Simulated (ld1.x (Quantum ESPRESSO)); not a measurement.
**Before and after: RRKJ potential for iron (Fe)**

| Property | Result |
| --- | --- |
| Element | Fe (Z = 26) |
| Generator | ld1.x (Quantum ESPRESSO) 7.5 |
| Type | norm-conserving RRKJ (Kleinman–Bylander form) |
| Functional | PBE |
| Relativity | scalar-relativistic |
| Frozen core | [Ne] 3s2 |
| Valence charge | 14 |
| Reference configuration | 3p6 3d6.5 4s1.5 4p0 |
| Partial waves | 4s (bound): rc 2.30 bohr; 3d (bound): rc 1.65 bohr; 3p (bound): rc 0.90 bohr |
| Local potential | the p channel |
| Core correction | none |
| rho0 | 0.001 |

Change: wave 4s (bound): rc 2.30 bohr becomes 4s (bound): rc 2.68 bohr.

Cutoffs: the cutoffs (Ry, on a coarse ladder) from which the occupation-weighted sum of valence levels, in a spherical-Bessel basis at the reference potential, stays within 10 and 1 mRy of its value at 400 Ry; they do not see the model core or the augmentation charge, which bear on the density cutoff. Errors are all-electron minus pseudo energies relative to the spin-unpolarised reference configuration.

Q: What does the change do?

A: The potential gets neither clearly harder nor softer (140 Ry and 230 Ry → 140 Ry and 230 Ry); both files keep a bound ghost (s); of the 7 tests that both files solve, the error grows in 0 and shrinks in 3 by more than 15 % and 0.3 meV (median size 15.7 → 12.1 meV). That the errors move this way runs against the usual rule that smaller radii transfer better.

```tsv
quantity	base	changed
cutoff, loose	140 Ry	140 Ry
cutoff, tight	230 Ry	230 Ry
bound ghosts	s	s
error for 3p6 3d6 4s2 4p0, meV [ΔE 0.73 eV]	-7.7	-5.3
error for 3p6 3d6 4s1 4p0, meV [ΔE 9.46 eV]	+2.9	+2.9
error for 3p6 3d6 4s0 4p0, meV [ΔE 25.66 eV]	+16	+12
error for 3p6 3d6 4s1.5 4p0, meV [ΔE 4.21 eV]	-2.7	-1.5
error for 3p6 3d5 4s0 4p0, meV [ΔE 59.88 eV]	+153	+133
error for 3p5 3d6 4s2 4p0, meV [ΔE 68.41 eV]	-571	-542
error for 3p6 3d4 4s0 4p0, meV [ΔE 112.97 eV]	+693	+652
```

Base: These tests converged, but a pseudo level misses the all-electron one widely, so the file describes the atom poorly there or has found another state: 3p6 3d4 4s0 4p0: empty 4s by 8.6 eV. A true bound ghost makes a file unfit for plane-wave use even where its test errors are small: the radial tests pick states by their node count and pass the ghost by.
